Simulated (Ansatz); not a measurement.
`C[Si](C)(N)O` + `C=C` → `C=C[Si](C)(N)O` + CH₄  (formal exchange of groups at the Si–C bond)

Gas-phase electronic energies from Ansatz, PBE0-D4/def2-TZVP geometries. CBS: MP2 limit from def2 TZ/QZ plus the TZ coupled-cluster correction, frozen cores. This one scheme is used for every species. Functionals use def2-TZVPP. One conformer a species, not always the lowest.

```tsv
level	ΔE (eV)
r2SCAN	-0.07
SCS-MP2/def2-QZVPP	-0.07
```

Question: What does CCSD(T)/CBS give? (An estimate is asked.)

Answer: The calculation gave: -0.06 eV. The listed levels differ from it by -0.01, -0.01 eV.

Largest T1 diagnostic among the species: 0.011.

In def2-TZVPP, CCSD(T) changes the Hartree–Fock value by −0.05 eV (the triples alone add −0.02 eV) and MP2 by −0.07 eV. The D4 term adds −0.05 eV with B3LYP and −0.03 eV with PBE0; it sums over pairs of atoms, weighted by their polarisabilities, and B3LYP, whose exchange is more repulsive, gets the larger term.

B3LYP here is the variant with VWN-RPA as its local correlation; programs differ in this.
